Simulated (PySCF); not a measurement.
## Löwdin shares of the frontier orbitals

Species: C7H12.
Structure used (GFN2-xTB), in Å, numbered top down from 1:
```xyz
19
C7H12 angstrom
C     -2.349    0.998    0.675
C     -1.497   -0.008    0.672
C     -0.402   -0.198   -0.337
C     -0.606   -1.512   -1.097
C      0.945   -0.204    0.362
C      2.171    0.225   -0.385
C      1.616    1.089    0.706
H     -2.317    1.772   -0.075
H     -3.119    1.096    1.422
H     -1.552   -0.772    1.437
H     -0.426    0.632   -1.051
H      0.185   -1.647   -1.832
H     -1.564   -1.510   -1.611
H     -0.585   -2.356   -0.410
H      1.060   -1.019    1.068
H      2.051    0.558   -1.406
H      3.098   -0.299   -0.208
H      2.161    1.159    1.636
H      1.120    2.007    0.427
```

Method: PySCF, TDDFT PBE0/def2-SVPD, vertical, gas phase, core orbitals frozen in the response.

Frontier orbitals with the atoms that hold most of them (Löwdin shares over 4%, at most four atoms; ? is withheld):

```json
{"orbital": "HOMO-3", "ε (eV)": "-9.39", "atoms": "C3 20%, C5 20%, C4 12%, H15 7%"}
{"orbital": "HOMO-2", "ε (eV)": "-8.37", "atoms": "C6 30%, C7 27%, C5 13%, C3 6%"}
{"orbital": "HOMO-1", "ε (eV)": "-8.01", "atoms": "C5 30%, C7 22%, C6 15%, C3 8%"}
{"orbital": "HOMO", "ε (eV)": "?", "atoms": "?"}
{"orbital": "LUMO", "ε (eV)": "0.43", "atoms": "?"}
{"orbital": "LUMO+1", "ε (eV)": "1.02", "atoms": "C4 14%, C6 10%, C1 9%, C2 6%"}
{"orbital": "LUMO+2", "ε (eV)": "1.12", "atoms": "H11 13%, H15 13%, H10 10%, H19 9%"}
```

(1) Which atoms hold the LUMO, and with what shares?

(2) Which atoms hold the HOMO, and with what shares?

(3) What is the HOMO energy, and the HOMO–LUMO gap?

Answers

(1) C1 (bonded to C and 2 H) 33%; C2 (bonded to 2 C and H) 33%; H8 (bonded to C) 6%; H9 (bonded to C) 6%. By element: carbon 66% or more, hydrogen 12% or more.

(2) C1 (bonded to C and 2 H) 38%; C2 (bonded to 2 C and H) 33%; C3 (bonded to 3 C and H) 5%; C5 (bonded to 3 C and H) 5%.

(3) ε(HOMO) = -7.39 eV; the gap is 7.83 eV (0.2876 hartree).

Question: The HOMO–LUMO gap is 7.83 eV. Where does the response calculation put the lowest singlet, and from which orbitals?

Answer: S1 is at 7.23 eV (f = 0.046), 0.60 eV below the gap, made of HOMO-1→LUMO (76%), HOMO→LUMO (11%). Its leading pair isn't HOMO and LUMO; the energies of that pair differ by 8.45 eV. 

Next come S2 at 7.30 eV (f 0.076), HOMO→LUMO+1 (56%), HOMO→LUMO (14%), HOMO-1→LUMO (13%); S3 at 7.38 eV (f 0.0083), HOMO→LUMO+2 (88%); S4 at 7.42 eV (f 0.266), HOMO→LUMO (55%), HOMO→LUMO+1 (10%), HOMO-2→LUMO (10%); S5 at 7.73 eV (f 0.0073), HOMO→LUMO+3 (48%), HOMO-2→LUMO (18%), HOMO→LUMO+1 (15%).

One conformer stands for the species.
